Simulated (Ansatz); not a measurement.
Basis-set extrapolation for `C=N[SiH2][AlH][SiH3]` (PBE0-D4/def2-TZVP geometry, frozen core, Ansatz). Multiplicity 1, RHF reference.

|  | def2-TZVPP | def2-QZVPP |
| --- | --- | --- |
| HF | -916.796275 | -916.825382 |
| MP2 correlation | -0.684235 | -0.732360 |
| CCSD(T) correlation | -0.784991 | not run |

Energies in hartree. Use E(X) = E(∞) + A·exp(−7.88·√X) for Hartree–Fock and E(X) = E(∞) + B·X^(−2.97) for correlation, with X = 3 and 4, and add CCSD(T) minus MP2 of the smaller set to the MP2 limit.

**Question.** What is the CCSD(T) energy at the basis-set limit?

**Answer.** HF limit: -916.825382 + (-0.029107) × 0.13774 = -916.82939. MP2 limit: -0.732360 + (-0.048125) × 0.74074 = -0.76801. Higher-order term: -0.784991 − (-0.684235) = -0.10076. Total: -917.69816 hartree, 306.9 kJ/mol below CCSD(T)/def2-TZVPP.
